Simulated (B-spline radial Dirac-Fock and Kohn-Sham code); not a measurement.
**Nb²⁺ 4s: cross section and angular parameters**

System: the Nb²⁺ ion, [Kr] 4d3; threshold 82.11 eV (orbital energy of the model). Calculated with an atomic code on a B-spline grid, using Dirac-Hartree-Slater photoionisation with a Latter tail; cross sections with all multipoles, angular parameters from the dipole term and its interference with E2.

For linearly polarised light dσ/dΩ = σ/(4π) [1 + β P₂(cos θ) + (δ + γ cos²θ) sin θ cos φ], with θ from the polarisation vector and φ the angle between the beam and the projection of the electron momentum on the plane normal to the polarisation.

```tsv
hν (eV)	σ (kb)	β	γ
100	219	1.975	0.054
125	195	1.983	0.163
150	168	1.987	0.222
174	145	1.989	0.253
177	142	1.989	0.256
207	119	1.990	0.274
262	88.8	1.992	0.284
274	83.6	1.992	0.283
293	76.3	1.992	0.282
300	73.9	1.992	0.281
342	61.3	1.993	0.273
343	61.1	1.993	0.272
389	50.8	1.994	0.259
392	?	?	?
440	42.1	1.994	0.241
466	38.5	1.994	0.231
764	17.4	1.995	0.119
2570	2.01	1.997	-0.075
2984.4	1.51	1.997	-0.049
3210	1.31	1.997	-0.030
3660	1.01	1.997	0.015
4000	0.845	1.997	0.055
5414.7	0.454	1.997	0.244
7590	0.221	1.997	0.554
8550	0.170	1.996	0.691
9251.7	0.143	1.996	0.788
15000	0.0469	1.995	1.512
```

Task: Give the values at 392 eV.

Result: σ = 50.2 kb, β = 1.994, γ = 0.258. For an s subshell δ is negligible.
